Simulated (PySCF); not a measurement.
Delta-SCF ions had no search for a lower state. 

Cartesian coordinates (Å):
SMILES: C(F)(F)(CC[C@H]([SiH3])C)F
```xyz
20

C      2.0038    -1.0951     0.7524
C      0.9832     0.0256     0.4962
Si     1.7273     1.3282    -0.6794
C     -0.3498    -0.5639     0.0039
C     -1.4847     0.4526    -0.1239
C     -2.8027    -0.1777    -0.5075
F     -2.7226    -0.8221    -1.6876
F     -3.2144    -1.0766     0.4076
F     -3.7720     0.7473    -0.6221
H      2.9481    -0.7074     1.1652
H      2.2439    -1.6362    -0.1784
H      1.6049    -1.8358     1.4661
H      0.7960     0.5492     1.4533
H      3.0596     1.7591    -0.1641
H      1.9003     0.7333    -2.0390
H      0.8588     2.5364    -0.7997
H     -0.6683    -1.3554     0.7041
H     -0.2007    -1.0613    -0.9697
H     -1.2652     1.2161    -0.8856
H     -1.6454     0.9838     0.8278
```
Charge 0, spin multiplicity 1.

Q: Give the dipole moment, S1 oscillator strength and vertical ionisation energy (Delta-SCF) at the level PBE-D3(BJ)/def2-TZVP // B3LYP-D3(BJ)/def2-SVP in PySCF.

A: 
```yaml
dipole_moment: 0.450 e·Å
S1 oscillator strength: 0.015
vertical ionisation energy (Delta-SCF): 9.99 eV
```
